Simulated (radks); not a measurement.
Results of a calculation; reference values are marked as such.
Isoelectronic series with 1 electrons, each ion in its NIST ground configuration. Level of theory: scalar-relativistic Kohn-Sham, PBEsol, spin-polarised, spherical densities, point nucleus; open shells are filled with parallel spins first (a radial shooting solver on a logarithmic mesh with Libxc functionals). Total energies (hartree) and mean radii <r> (bohr):

ion    configuration  E (hartree)    1s up
H                1s1     -0.48872    1.557
Li2+             1s1     -4.45051   0.5064
B4+              1s1    -12.41464   0.3022
N6+              1s1    -24.38689   0.2153
F8+              1s1    -40.37504   0.1672
Al12+            1s1    -84.44302   0.1154
P14+             1s1   -112.55145  0.09986
Cl16+            1s1   -144.73310  0.08799
